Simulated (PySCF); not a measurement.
A small calculation by hand: oscillator strength and radiative lifetime

Al(Me)3(OH2) (C₃H₁₁AlO), SMILES [CH3][Al]([CH3])([CH3])<-[OH2] (connectivity only; charge and spin as stated), neutral, multiplicity 1.

Geometry: B3LYP-D3(BJ)/def2-SVP. The isomer is the one that the SMILES or the coordinates give; other isomers of the formula were not compared. Other conformers were not sampled.

TDA-B3LYP/def2-SVPD run with PySCF puts the first singlet state with f over 0.02 at 6.30 eV (vertical), with the transition dipole (-0.604, 0.192, 0.000) in atomic units.

Task: Find the oscillator strength, the wavelength and the radiative lifetime that this transition would have in vacuum if emission retraced absorption.

Result: 
|μ|² = 0.4017 au, so |μ| = 1.61 D. ΔE = 6.30/27.211 = 0.2315 hartree. f = (2/3) ΔE |μ|² = 0.062 (the program prints 0.062).
λ = 1239.84/6.30 = 197 nm; ν = 50813 cm⁻¹.
Einstein's coefficient A = 0.6670 ν² f s⁻¹ (ν in cm⁻¹) = 1.1e8 s⁻¹, so τ = 1/A = 9.4 ns. This state is S3; the lower singlets have f = 0.012, 0.011. The figure is the radiative limit of this one transition; relaxation, internal conversion, crossing to triplets and a medium change what is measured.
